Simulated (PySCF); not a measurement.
Geometry (Å), atoms numbered from 1 in this order:
```xyz
8

O     1.478   -0.995    0.539
C     1.488    0.101    0.050
O     0.397    0.762   -0.320
Si   -1.125   -0.011   -0.078
H     2.406    0.693   -0.147
H    -1.189   -1.270   -0.864
H    -1.345   -0.250    1.373
H    -2.091    0.989   -0.601
```

- shieldings: GIAO CAM-B3LYP/pcSseg-2
- PBE0-D3(BJ)/def2-SVP geometry
- code: PySCF
- gas phase, averaged over atoms made equivalent by symmetry, fast rotation or ring inversion, one conformer, non-relativistic

Referencing at the same level of theory: $^{13}$C (182.55 ppm), $^{1}$H (31.34 ppm), $^{29}$Si (328.96 ppm) against TMS; $^{17}$O (329.76 ppm) against H2O.

| atoms | nucleus | count | δ (ppm) |
| --- | --- | --- | --- |
| H5 | $^{1}$H | 1 | ? |
| Si4 | $^{29}$Si | 1 | -38.6 |
| H6/H7/H8 | $^{1}$H | 3 | 4.85 |
| C2 | $^{13}$C | 1 | 173.7 |
| O3 | $^{17}$O | 1 | ? |
| O1 | $^{17}$O | 1 | 458.6 |

Problem. Estimate the values marked ?.

Solution. 
- H5: 8.09 ppm, hydrogen on a carbonyl carbon
- O3: 204.1 ppm, oxygen bonded to C, Si

Shifts are as computed, not scaled to solution data. Of 1211 compounds with measured shifts, 218 miss one by over three times the rms of a fit or turn the order of signals round; such compounds aren't used in these exercises. Unscaled 17O shifts of doubly bonded oxygen tend to come out too high, by tens of ppm or more. Experimental scales use liquid or dissolved standards, which lie at an offset from isolated H2O (liquid H2O: subtract about 36 ppm).
